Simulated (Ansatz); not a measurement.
Input file for Ansatz (an electronic-structure program): U-CCSD(T)/def2-TZVPP on H (SMILES [H]).

Ansatz 0.2 input:
```yaml
crystal:
  periodic: [false, false, false]
  atoms:
    - {symbol: H, position_ang: [0.00000000, 0.00000000, 0.00000000]}
basis:
  gaussian:
    orbitals: def2-TZVPP
magnetization: {spin_polarized: true, initial_magnetization: 1}
correlation: {method: ccsd_t, electrons: outside_noble_gas}
scf: {omitted_lower_state_checks: [cluster_reference]}
```

Task: Predict the final total energy.

Result: -0.4998 hartree (reference determinant -0.4998, T1 diagnostic 0.000).
